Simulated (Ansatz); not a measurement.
C4H5FSi, SMILES [SiH3]/C=C(\F)C#C.

Geometry optimised at B3LYP-D3(BJ)/def2-SVP. The structure was generated by enumeration; whether it is a known compound was not checked.

Two levels are set side by side: PBE/def2-TZVPD (Ansatz, a program for electronic structure) and PBE0/def2-TZVPD (Ansatz). Energy differences of separate SCF runs at the same geometry; the states with an electron removed or added have multiplicity 2 and 2. Differences are taken from unrounded values.

```
quantity                           PBE0   PBE  PBE minus PBE0
---------------------------------  ----  ----  --------------
vertical ionisation energy (eV)    9.31  9.14           -0.18
vertical singlet–triplet gap (eV)  3.21  3.22            0.01
```

On these quantities the two levels nearly agree.
